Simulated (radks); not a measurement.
Question: All-electron atom: neutral iron in [Ar] 3d6 4s2. All-electron calculation, non-relativistic Kohn-Sham, PBE, spin-polarised, spherical densities, point nucleus; open shells are filled with parallel spins first. Program: a radial shooting solver on a logarithmic mesh with Libxc functionals. Some entries of the table are withheld. Estimate them.

orbital  occ.  eigenvalue (eV)  <r> (bohr)  <1/r> (bohr^-1)
1s down     1        -6932.561     0.05915            25.52
1s up       1        -6932.556     0.05915            25.52
2s up       1        -806.5233      0.2702            5.460
2s down     1        -804.6008      0.2698            5.469
2p up       3        -695.7856      0.2369            5.413
2p down     3        -694.3520      0.2365            5.420
3s up       1         -93.4870      0.8187            1.724
3s down     1         -89.2065      0.8217            1.716
3p up       3         -61.1587         (1)            1.599
3p down     3         -56.9557         (2)            1.588
3d up       5          -9.1738       1.104              (3)
4s up       1          -5.5250       2.955           0.4414
3d down     1          -5.4661       1.208              (4)
4s down     1          -4.7819       3.144           0.4117

Answer: 
(1) 3p up <r> (bohr): 0.8597
(2) 3p down <r> (bohr): 0.8655
(3) 3d up <1/r> (bohr^-1): 1.230
(4) 3d down <1/r> (bohr^-1): 1.169
